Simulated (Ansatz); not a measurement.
Task: Name a neutral molecule of Cl, S, Zn and H with HOMO–LUMO gap (B3LYP/def2-TZVPP) between 5.80 and 6.10 eV and vertical ionisation energy (CCSD(T)/def2-TZVPP) between 9.85 and 10.15 eV (Ansatz, PBE0-D4/def2-TZVP geometry).

Result: `[SH][Zn][Cl]` (5.88 eV, 10.02 eV). Other molecules can fit too; these were computed, each in one conformer that needn't be the lowest.

B3LYP here is the variant with VWN-RPA as its local correlation; programs differ in this.
